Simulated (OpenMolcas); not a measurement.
# Br+: effect of correlating more closed shells

- Program: OpenMolcas 26.06
- Basis: ANO-RCC-VTZP [6s5p3d1f]
- Scalar Hamiltonian: DKH2, point nucleus
- Active space: 4 electrons in 3 orbitals (4p)
- State averaging: 2S+1 = 3 even, 3 roots; 2S+1 = 1 even, 6 roots
- Spin-orbit coupling: RASSI with atomic mean-field integrals over the reference wave functions, term energies averaged over their components

Methods on the same reference wave functions:
A. CASSCF
B. SS-CASPT2, IPEA 0.25 Eh, imaginary shift 0.1 Eh (closed shells correlated: 4s)
C. SS-CASPT2, IPEA 0.25 Eh, imaginary shift 0.1 Eh (closed shells correlated: 3d 4s)
D. SS-CASPT2, IPEA 0.25 Eh, imaginary shift 0.1 Eh (closed shells correlated: 3s 3p 3d 4s)

Energies in cm-1 above 4s2 4p4 3P2, the measured ground level; measured values from NIST Handbook of Basic Atomic Spectroscopic Data.

```
      Level      A      B      C      D  Measured
4s2 4p4 3P2    0.0    0.0    0.0    0.0       0.0
4s2 4p4 3P1   2839   2880   2880   2880      3136
4s2 4p4 3P0   3682   3640   3640   3640      3837
4s2 4p4 1D2  14461  12440  12490  12450     12089
4s2 4p4 1S0  33610  29060  29130  29050     27867
```

Deviations, from unrounded energies. A percentage is the sum of absolute deviations over the sum of measured energies, with the sign that they share, or ± where signs differ.

```tsv
Against measurement	Levels	A	B	C	D
mean absolute deviation (cm-1)	4	2100	500	530	500
fine structure of the ground term (%)	2	-6.5	-6.6	-6.6	-6.6
other terms of the ground configuration (%)	2	+20.3	+3.9	+4.2	+3.9
```

B, D lie about equally close to measurement and A furthest from it. The largest miss of B in the table is 4s2 4p4 1S0, by +1200 cm-1. The ranking rests on the paired levels alone, and a cruder setting can come out closer through cancelling errors.

Among B to D the level of the table that moves most is 4s2 4p4 1S0, by 81 cm-1 (lowest in D, highest in C). Moves below CASPT2's spread within the term are not significant.

The mean deviations of B to D differ by less than CASPT2's widest spread within a term (160 cm-1), so their order carries little weight.

From A to B the spin-free energies of the other terms of 4s2 4p4 shown, above 3P, scale by factors of 0.83 to 0.85.

The lowest spin-free term lies below A's lowest term by 0.111 hartree in B, 0.161 hartree in C, 0.190 hartree in D.

What an inner shell adds also hangs on whether the basis holds functions to correlate it.

Term energies are means over components that CASPT2 splits; among the terms shown or strongly mixed into the levels shown the widest spread is 160 cm-1 (4s2 4p4 1D, D). With the s shell closed, the reference lacks s² → p² mixing. Without dynamic correlation excited terms often stand tens of per cent too high (terms of higher spin than the ground term too low), and those without a measured partner can miss by more than the paired ones (holds for A). Computed and measured levels are paired by configuration, term and J; levels that our copy of the source lacks, or whose pairing is in doubt (as where it misses far off the trend of its configuration), stay unpaired and out of the deviations. Only configurations of the active space appear.
